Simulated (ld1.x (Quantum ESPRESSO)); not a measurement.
## Varying the ultrasoft potential for silicon (Si)

Base potential:

```
Element                 : Si (Z = 14)
Generator               : ld1.x (Quantum ESPRESSO) 7.5
Type                    : ultrasoft
Functional              : PBE
Relativity              : non-relativistic
Frozen core             : [Ne]
Valence charge          : 4
Reference configuration : 3s2 3p0 (charge +2)
Partial waves           : 3s (bound): rcut 1.50, rcutus 1.90 bohr; 3s channel at 0.9 Ry: rcut 1.50, rcutus 1.90 bohr; 3p (bound, empty): rcut 1.40, rcutus 1.70 bohr; 3p channel at -0.95 Ry: rcut 1.40, rcutus 1.70 bohr
Local potential         : all-electron potential smoothed inside 1.70 bohr (lloc = -2)
Core correction         : none
Augmentation charge     : PSQ, radius 1.40 bohr
```

Cutoffs, loose and tight: the cutoffs (Ry, on a coarse ladder) from which the occupation-weighted sum of valence levels, in a spherical-Bessel basis at the reference potential, stays within 10 and 1 mRy of its value at 400 Ry. They do not see the model core or the augmentation charge, which bear on the density cutoff. Test errors are all-electron minus pseudo excitation energies from the reference, over the configurations 3s2 3p2; 3s2 3p1; 3s1 3p0; 3s2 3p1.5; 3s1 3p2; 3s2 3p2.3; 3s0 3p4. A dash means not determined; rows that change the core or the reference have their own tests.

| change | outcome | cutoff, loose | cutoff, tight | bound ghosts | largest test error (meV) |
| --- | --- | --- | --- | --- | --- |
| base | generated | 8 Ry | 12 Ry | none | +38 |
| core correction a·sin(br)/r model core inside 0.86 bohr | generated | 8 Ry | 12 Ry | none | +6.3 |
| core correction a·sin(br)/r model core inside 1.10 bohr | generated | 8 Ry | 12 Ry | none | +9.3 |
| core correction a·sin(br)/r model core inside 1.26 bohr | generated | 8 Ry | 12 Ry | none | +28 |
| core correction a·sin(br)/r model core inside 1.50 bohr | generated | 8 Ry | 12 Ry | none | +16 |
| core correction a·sin(br)/r model core inside 1.60 bohr | generated | 8 Ry | 12 Ry | none | +15 |
| core correction a·sin(br)/r model core inside 1.86 bohr | generated | 8 Ry | 12 Ry | none | +20 |

Task: What comes out with this change to the base: core correction a·sin(br)/r model core inside 0.74 bohr?

Result: outcome: generated; cutoff, loose: 8 Ry; cutoff, tight: 12 Ry; bound ghosts: none; largest test error (meV): -6.8.

Task: What comes out with this change to the base: core correction a·sin(br)/r model core inside 1.98 bohr?

Result: outcome: generated; cutoff, loose: 8 Ry; cutoff, tight: 12 Ry; bound ghosts: none; largest test error (meV): +25.
